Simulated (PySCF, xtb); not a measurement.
H5NSi, SMILES N[SiH3].

GFN2-xTB (xtb) at its own geometry gives an orbital gap of 5.90 eV and a dipole moment of 1.27 D.

The structure is a stationary point at ωB97X-D3(BJ)/def2-TZVP.

### Question
What does HF/def2-TZVPD run with PySCF give? (The exact figures need the calculation; the answer reports its results.)

### Answer
gap 12.86 eV (levels -10.91 and 1.95 eV), dipole 1.24 D.
